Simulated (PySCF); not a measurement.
# Oxygen: a sound run and one with changed settings

Sound run: O²⁺ [He] 2s2 2p2, O³⁺ [He] 2s2 2p1. Calculation: PySCF 2.14, in aug-cc-pVDZ (4s3p2d, 23 functions); the non-relativistic Hamiltonian (point nucleus). The sound run starts from symmetry-adapted Hartree-Fock orbitals and uses a fine grid where one is needed.

Changed run: radial step 0.3 in ln r (0.13 in the sound run). This setting is unsound on purpose.

```json
{"species": "O²⁺", "method": "UHF", "sound run (hartree)": "-73.08344", "changed run (hartree)": "-73.08344", "converged": "yes"}
{"species": "O²⁺", "method": "PBE", "sound run (hartree)": "-73.17651", "changed run (hartree)": "-73.17669", "converged": "yes"}
{"species": "O²⁺", "method": "B3LYP", "sound run (hartree)": "-73.25861", "changed run (hartree)": "-73.25868", "converged": "yes"}
{"species": "O³⁺", "method": "UHF", "sound run (hartree)": "-71.07568", "changed run (hartree)": "-71.07568", "converged": "yes"}
{"species": "O³⁺", "method": "PBE", "sound run (hartree)": "-71.14231", "changed run (hartree)": "-71.14224", "converged": "yes"}
{"species": "O³⁺", "method": "B3LYP", "sound run (hartree)": "-71.21785", "changed run (hartree)": "-71.21790", "converged": "yes"}
```

Ionisation energy of O²⁺:

```
method  sound run (eV)  changed run (eV)
   UHF          54.634            54.634
   PBE          55.353            55.360
 B3LYP          55.532            55.533
```

A coarse radial grid mis-integrates the density and the exchange-correlation energy, with errors of either sign; Hartree-Fock needs no grid.

For comparison, NIST gives 54.936 eV between the lowest levels.
